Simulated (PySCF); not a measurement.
Job file and geometry (Å, from GFN2-xTB) of an NMR shielding run on SMILES O=CN[C@@H]1C[C@@H]2C[C@@H]21, C6H9NO, PySCF 2.14.0, density-fitted response routines, GIAO PBE0/pcSseg-1 NMR shielding, non-relativistic, gas phase; density fitting, a coarse starting grid and PySCF grid level 2 are the driver's defaults:

```
{"job": {"kind": "nmr", "xc": "PBE0", "basis": "pcSseg-1"}, "charge": 0, "multiplicity": 1}
O      3.172978    -0.570037    -0.671011
C      2.653250    -0.516827     0.414699
N      1.352460    -0.263165     0.649058
C      0.400030    -0.036791    -0.405412
C     -0.394538     1.294365    -0.394804
C     -1.689971     0.491510    -0.382940
C     -1.723686    -0.352919     0.848530
C     -0.916107    -0.803656    -0.332015
H      3.217635    -0.672561     1.354435
H      1.005174    -0.259712     1.594776
H      0.936019    -0.195331    -1.342280
H     -0.236160     1.924080     0.480569
H     -0.242372     1.885501    -1.293575
H     -2.568947     0.741272    -0.951324
H     -2.632339    -0.906329     1.032851
H     -1.241589    -0.004003     1.750505
H     -1.098833    -1.743365    -0.825835
```

Task: What does the program print?

Result: 
```
coarse grid: 14248 points
cycle   1  E = -363.3163617793  dE =  1.569e+00  |g| = 8.375e-01  |ddm| = 3.722e+00
cycle   2  E = -362.7955229902  dE =  5.208e-01  |g| = 1.809e+00  |ddm| = 2.350e+00
cycle   3  E = -363.4543670171  dE = -6.588e-01  |g| = 1.888e-01  |ddm| = 1.827e+00
cycle   4  E = -363.4607451979  dE = -6.378e-03  |g| = 9.417e-02  |ddm| = 2.228e-01
cycle   5  E = -363.4625868625  dE = -1.842e-03  |g| = 1.803e-02  |ddm| = 8.282e-02
cycle   6  E = -363.4626508742  dE = -6.401e-05  |g| = 6.307e-03  |ddm| = 1.640e-02
cycle   7  E = -363.4626591722  dE = -8.298e-06  |g| = 1.412e-03  |ddm| = 5.093e-03
final grid: 137800 points
cycle   8  E = -363.5209612265  dE = -3.290e-05  |g| = 1.394e-02  |ddm| = 4.167e-02
cycle   9  E = -363.5208709802  dE =  9.025e-05  |g| = 2.564e-02  |ddm| = 2.998e-02
cycle  10  E = -363.5210005230  dE = -1.295e-04  |g| = 3.100e-03  |ddm| = 2.011e-02
cycle  11  E = -363.5210025956  dE = -2.073e-06  |g| = 2.921e-04  |ddm| = 2.589e-03
cycle  12  E = -363.5210026120  dE = -1.631e-08  |g| = 1.203e-04  |ddm| = 4.259e-04
cycle  13  E = -363.5210026151  dE = -3.090e-09  |g| = 2.711e-05  |ddm| = 1.147e-04
cycle  14  E = -363.5210026152  dE = -1.522e-10  |g| = 8.778e-06  |ddm| = 3.461e-05
converged SCF energy = -363.5210026152

GIAO shielding tensors (ppm)
atom      isotropic    diamagn.    paramagn.     s11        s22        s33       span
  0 O      -76.400     401.209    -477.608   -382.314   -189.504    342.619    724.933
  1 C       27.847     242.111    -214.264    -68.313     57.849     94.006    162.319
  2 N      114.521     327.719    -213.198     -8.386    140.526    211.424    219.811
  3 C      147.549     245.000     -97.451    118.274    156.795    167.577     49.302
  4 C      150.024     246.826     -96.802    132.931    147.820    169.320     36.389
  5 C      176.634     254.661     -78.027    149.243    164.628    216.031     66.788
  6 C      174.313     252.890     -78.577    146.064    163.083    213.792     67.729
  7 C      165.136     247.416     -82.280    129.107    148.219    218.082     88.975
  8 H       23.675      24.818      -1.143     19.283     23.613     28.128      8.845
  9 H       26.958      34.462      -7.503     21.732     27.931     31.211      9.479
 10 H       26.609      32.212      -5.603     21.334     26.857     31.636     10.302
 11 H       30.577      29.998       0.579     27.123     27.545     37.065      9.942
 12 H       29.034      30.580      -1.546     25.306     26.872     34.925      9.619
 13 H       30.280      31.917      -1.637     24.015     26.744     40.082     16.067
 14 H       30.999      30.497       0.502     24.985     26.806     41.205     16.220
 15 H       31.574      32.042      -0.469     25.176     30.490     39.055     13.879
 16 H       29.872      32.083      -2.211     23.725     26.580     39.310     15.586
```

Size and cost of the density-fitted run: 181 basis functions, 25 s wall time on 1 thread of an Arm Neoverse V1, shared host.
